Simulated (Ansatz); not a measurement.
Species: C$_{4}$H$_{5}$OSi, net charge 0, doublet state. It need not be the lowest isomer of its formula. SMILES: [SiH3]c1[c]coc1
Geometry from a B3LYP-D3(BJ)/def2-TZVP (Ansatz, a program for electronic structure) optimisation:
```
C
C 1 1.3673
O 2 1.3594 1 112.37
H 2 1.0768 3 115.58 1 180.00
C 3 1.3775 2 106.89 4 -180.00
C 5 1.3430 3 107.50 2 0.00
H 5 1.0737 6 135.79 1 180.00
Si 1 1.8554 2 126.78 4 0.00
H 8 1.4806 1 110.73 2 119.83
H 8 1.4806 9 108.46 1 -121.69
H 8 1.4809 9 109.48 10 -119.40
```
Charge 0, spin multiplicity 2.

Property: atomisation energy (electronic, to ground-state atoms), in kJ/mol. Correlated levels leave the core frozen unless marked. UHF or UKS for open shells. No spin-orbit coupling. Non-relativistic. The coupled-cluster limit lacks core correlation, which all-electron functionals hold. Basis-set limits of correlation are two-point, X^-3; Hartree-Fock from the larger set.

The UHF reference is spin-contaminated (<S^2> 0.31 over the pure value in the largest basis). 

```json
[
 {"level": "PBE/def2-TZVPD", "program": "Ansatz", "atomisation energy (kJ/mol)": "4662.4"},
 {"level": "PBE-D3(BJ)/def2-TZVPD", "program": "Ansatz + dftd3", "atomisation energy (kJ/mol)": "4687.6"},
 {"level": "PBE0/STO-3G", "program": "Ansatz", "atomisation energy (kJ/mol)": "5404.1"},
 {"level": "r2SCANh-D4/def2-TZVPD", "program": "Ansatz + dftd4", "atomisation energy (kJ/mol)": "4532.6"},
 {"level": "HSE06-D3(BJ)/def2-TZVPD", "program": "Ansatz + dftd3", "atomisation energy (kJ/mol)": "4579.7"},
 {"level": "CAM-B3LYP-D4/def2-TZVPD", "program": "Ansatz + dftd4", "atomisation energy (kJ/mol)": "4538.8"},
 {"level": "CAM-B3LYP/def2-TZVPD", "program": "Ansatz", "atomisation energy (kJ/mol)": "4516.5"},
 {"level": "LC-wPBE-D3(BJ)/def2-TZVPD", "program": "Ansatz + dftd3", "atomisation energy (kJ/mol)": "4562.6"},
 {"level": "LC-wPBE/def2-TZVPD", "program": "Ansatz", "atomisation energy (kJ/mol)": "4538.3"},
 {"level": "wB97M-V/def2-TZVPD", "program": "Ansatz", "atomisation energy (kJ/mol)": "4528.1"},
 {"level": "B2GP-PLYP-D3(BJ)/def2-TZVPD", "program": "Ansatz + dftd3", "atomisation energy (kJ/mol)": "4475.7"},
 {"level": "SCS-MP2/6-31G", "program": "Ansatz", "atomisation energy (kJ/mol)": "3683.3"},
 {"level": "SCS-MP2/cc-pV(Q+d)Z", "program": "Ansatz", "atomisation energy (kJ/mol)": "4479.8"},
 {"level": "CCSD/STO-3G", "program": "Ansatz", "atomisation energy (kJ/mol)": "4608.3"},
 {"level": "CCSD/6-31G", "program": "Ansatz", "atomisation energy (kJ/mol)": "3683.5"},
 {"level": "CCSD/cc-pV(D+d)Z", "program": "Ansatz", "atomisation energy (kJ/mol)": "4072.4"},
 {"level": "CCSD(T) with core electrons (1s frozen past Ne)/cc-pwCVTZ", "program": "Ansatz", "atomisation energy (kJ/mol)": "?"},
 {"level": "CCSD(T)/CBS(cc-pV(T+d)Z,cc-pV(Q+d)Z)", "program": "Ansatz", "atomisation energy (kJ/mol)": "?"}
]
```

Question: What belongs in the gaps?

Answer: 
- CCSD(T) with core electrons (1s frozen past Ne)/cc-pwCVTZ, atomisation energy (kJ/mol): 4407.5
- CCSD(T)/CBS(cc-pV(T+d)Z,cc-pV(Q+d)Z), atomisation energy (kJ/mol): 4509.0
